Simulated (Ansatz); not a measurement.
H2Te (SMILES [TeH2]), charge 0, multiplicity 1, relaxed at each level with Ansatz (an electronic-structure program); harmonic frequencies from differences of analytic forces, average atomic masses, frozen cores. Elements past Kr take the def2 small-core potentials, without spin–orbit coupling.

```csv
level,harmonic frequencies (cm⁻¹),ZPE (eV),cost over PBE/def2-TZVPP (rough)
PBE/def2-TZVPP,851 2076 2086,0.311,×1
r2SCAN/def2-TZVPP,888 2145 2152,0.321,×1
B3LYP/def2-TZVPP,888 2124 2131,0.319,×1
wB97X-V/def2-TZVPP,912 2210 2215,0.331,×2
CCSD(T)/def2-SVP,917 2142 2151,0.323,×0.6
CCSD(T)/def2-QZVPP,883 2151 2157,0.322,×30
```

Measured: fundamentals as far as tabulated 2065, 861, 2072 cm⁻¹ [NIST CCCBDB]. Measured modes stand in the spectroscopists' order.
